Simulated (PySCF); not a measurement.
# K⁺ (potassium, charge +1) across methods

[Ar], closed-shell 1S. Calculation: PySCF 2.14, in aug-cc-pwCVTZ-X2C with one added diffuse shell each of s, p, d, f type (10s9p7d4f, 100 functions); the spin-free X2C one-electron Hamiltonian (Gaussian nucleus).

```tsv
method	E (hartree)	mean ε 2p (eV)	mean ε 3s (eV)	mean ε 3p (eV)	Σ⟨r²⟩ (bohr²)	⟨S²⟩
PBE	-601.859	-286.45	-41.448	-24.880	19.48	0.000
LDA	-600.317	-286.40	-41.357	-24.966	19.54	0.000
B97-3	-602.006	-295.75	-45.026	-26.977	19.41	0.000
HSE06	-601.924	-294.47	-44.410	-26.482	19.43	0.000
r2SCAN	-602.037	-290.14	-42.815	-25.464	19.40	0.000
LC-wPBE	-601.938	-292.31	-47.634	-29.927	19.42	0.000
BP86	-602.132	-286.72	-41.523	-24.955	19.44	0.000
PBE0	-601.903	-294.99	-44.837	-26.906	19.42	0.000
```

Task: Estimate the same row for UHF.

Result: E (hartree) = -601.31652; mean ε 2p (eV) = -319.57; mean ε 3s (eV) = -53.791; mean ε 3p (eV) = -31.839; Σ⟨r²⟩ (bohr²) = 19.48; ⟨S²⟩ = 0.000.
